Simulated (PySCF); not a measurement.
Two species compared at the same levels of theory.

First species: C4H7BSi.
Z-matrix (Å and degrees, PBE0-D3(BJ)/def2-SVP geometry), rows numbered from 1:
```
B 
C   1  1.5466
C   2  1.3663  1  121.53
Si  3  1.8838  2  108.23  1  -179.65
C   4  1.8680  3   91.92  2    -0.14
C   5  1.3490  4  107.12  3     0.09
H   1  1.2105  2  121.32  3   179.72
H   1  1.2093  2  119.25  3    -0.30
H   3  1.0930  2  121.15  1     0.18
H   4  1.4952  3  113.12  2  -118.45
H   4  1.4955  3  112.89  2   118.01
H   5  1.0919  4  130.52  3  -179.91
H   6  1.0964  2  118.64  1    -0.30
```

Second species: Ge(vinyl)(NHMe)3, C5H15GeN3.
SMILES: `C=[CH][Ge]([NH]C)([NH]C)[NH]C`

Levels: PBE0/def2-SVPD for HOMO energy, LUMO energy, HOMO–LUMO gap and static isotropic polarisability; TDDFT PBE0/def2-SVPD for lowest singlet excitation; TDA PBE0/def2-SVPD for lowest triplet excitation (Tamm–Dancoff). Geometries: PBE0-D3(BJ)/def2-SVP. Each species is one conformer at its optimised geometry, gas phase, non-relativistic unless stated. Electronic properties by PySCF.

Values for the first species:

```
HOMO energy                              : -7.17 eV
LUMO energy                              : -2.62 eV
HOMO–LUMO gap                            : 4.55 eV
Lowest singlet excitation                : 3.70 eV
Lowest triplet excitation (Tamm–Dancoff) : 2.28 eV
Static isotropic polarisability          : 87.5 au
```

Task: Estimate the same properties for the second species, and the change in each.

Result: 
| property | first | second | second less first |
| --- | --- | --- | --- |
| HOMO energy | -7.17 eV | -6.19 eV | +0.98 eV |
| LUMO energy | -2.62 eV | -0.40 eV | +2.22 eV |
| HOMO–LUMO gap | 4.55 eV | 5.79 eV | +1.24 eV |
| lowest singlet excitation | 3.70 eV | 4.78 eV | +1.08 eV |
| lowest triplet excitation (Tamm–Dancoff) | 2.28 eV | 4.13 eV | +1.85 eV |
| static isotropic polarisability | 87.5 au | 116.1 au | +28.6 au |

On the first: No computed singlet falls in the visible range (750 to 380 nm, 1.65 to 3.26 eV); S1 lies 0.44 eV above its blue end. The principal polarisabilities are 59.8, 85.4 and 117.3 au; their mean is the isotropic value.

On the second: The 15 singlets span 4.78 to 6.94 eV, and their oscillator strengths add up to 0.23. The principal polarisabilities are 100.6, 113.7 and 134.0 au; their mean is the isotropic value. The calculation is non-relativistic and has no spin–orbit coupling, an omission that weighs most on germanium.
